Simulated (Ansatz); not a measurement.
Consider the homolysis of the Ge–O bond: `[OH][GeH3]` → `[GeH3]`• + `[OH]`•.

Computed with Ansatz on PBE0-D4/def2-TZVP structures; ΔE is electronic, products minus reactants. CCSD(T)/CBS is the MP2 limit (def2-TZVPP, def2-QZVPP) plus CCSD(T) − MP2 in def2-TZVPP, frozen cores. This one scheme is used for every species. DFT in def2-TZVPP. B3LYP here is the variant with VWN-RPA as its local correlation; programs differ in this. Open shells (•) are unrestricted, without spin–orbit coupling. For Ge outer-core shells are correlated without core-valence functions, which leaves a few kJ/mol of doubt a bond. Scalar relativity is left out up to krypton.

`[OH][GeH3]`:

Z-matrix (Å, degrees):
```
Ge
O 1 1.783
H 1 1.531 2 104.3
H 1 1.541 2 109.9 3 119.6
H 1 1.541 2 109.9 3 -119.6
H 2 0.959 1 112.7 3 180.0
```

`[GeH3]`•:

Z-matrix (Å, degrees):
```
Ge
H 1 1.539
H 1 1.539 2 111.1
H 1 1.539 2 111.1 3 124.3
```

`[OH]`•:

Z-matrix (Å, degrees):
```
O
H 1 0.973
```

```
          level  ΔE (eV)
       B3LYP-D4     4.37
CCSD/def2-TZVPP     4.38
```

(1) What does CCSD(T)/CBS give? (Best estimate.)

Largest T1 diagnostic among the species: 0.012.

## Answers

(1) Computed: +4.64 eV. The listed levels differ from it by -0.27, -0.26 eV.

From PBE to PBE0 (25 % exact exchange), in def2-TZVPP and without D4, ΔE moves by −0.13 eV: exact exchange takes away binding that semilocal exchange gives to molecules. At CCSD(T), def2-SVP lies −0.40 eV from the extrapolated value and def2-TZVPP −0.15 eV: correlation converges slowly with the basis, and small sets miss more of it in the bonded molecule than in its fragments. The D4 term adds +0.05 eV with B3LYP and +0.03 eV with PBE0; it sums over pairs of atoms, weighted by their polarisabilities, and B3LYP, whose exchange is more repulsive, gets the larger term.
